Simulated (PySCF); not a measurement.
Te(OH)(GeH3) (GeH4OTe), SMILES O[Te][GeH3].

Geometry optimised at PBE0-D3(BJ)/def2-SVP. This is a generated structure with no PubChem entry under its InChIKey; it may be hypothetical. The def2 effective core potentials stand for the cores of Te; spin–orbit coupling is left out. Other conformers were not sampled.

Two levels are set side by side: PBE/def2-TZVPD (PySCF) and B3LYP/def2-TZVPD (PySCF). Same geometry, gas phase. Differences are taken from unrounded values.

```
quantity                     B3LYP
---------------------------  -----
orbital gap (eV)              3.90
highest occupied level (eV)  -6.21
lowest empty level (eV)      -2.31
dipole moment (D)             1.65
mean polarisability (bohr³)   83.2
```

Question: What does PBE give, and how far is it from B3LYP? (The exact figures need the calculation; the answer reports its results.)

Answer: 
```json
[
 {"quantity": "orbital gap (eV)", "PBE": "2.42", "PBE minus B3LYP": "-1.48"},
 {"quantity": "highest occupied level (eV)", "PBE": "-5.36", "PBE minus B3LYP": "0.85"},
 {"quantity": "lowest empty level (eV)", "PBE": "-2.93", "PBE minus B3LYP": "-0.62"},
 {"quantity": "dipole moment (D)", "PBE": "1.49", "PBE minus B3LYP": "-0.16"},
 {"quantity": "mean polarisability (bohr³)", "PBE": "85.5", "PBE minus B3LYP": "2.3"}
]
```

PBE's occupied levels lie high since its potential decays too fast outside the molecule; exact exchange lowers them and widens the gap. Differences between two approximate levels are no errors against the true value.

Rough cost on one machine, each run with all the roots and properties that it gave: B3LYP against PBE within a factor of 2.
